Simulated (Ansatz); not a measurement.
The same ligand exchange along the group B, Ga, In.

Program: Ansatz. Geometries: PBE0-D4/def2-TZVP. ΔE: electronic, gas phase. CCSD(T)/CBS adds triple-zeta CCSD(T) − MP2 to the extrapolated MP2 energy (def2 sets, frozen cores). This one scheme is used for every species. Functionals use def2-TZVPP. B3LYP here is the variant with VWN-RPA as its local correlation; programs differ in this. Elements past krypton have def2 core potentials. For Ga, In outer-core shells are correlated without core-valence functions, which leaves a few kJ/mol of doubt a bond. Scalar relativity is left out up to krypton. Each species was taken in one conformer, which may not be the lowest.

| reaction | B3LYP-D4 (eV) | B2PLYP (eV) | CCSD(T)/CBS(def2) (eV) |
| --- | --- | --- | --- |
| `COB(S)S` + `O[SiH3]` → `COB(S)O[SiH3]` + H₂S | -0.68 | -0.65 | -0.62 |
| `C[O][Ga]([SH])[SH]` + `O[SiH3]` → `C[O][Ga]([SH])[O][SiH3]` + H₂S | 0.19 | 0.19 | 0.20 |
| `C[O][In]([SH])[SH]` + `O[SiH3]` → `C[O][In]([SH])[O][SiH3]` + H₂S | 0.49 | 0.49 | 0.46 |

Largest T1 diagnostic: 0.016, for `C[O][In]([SH])[O][SiH3]`.
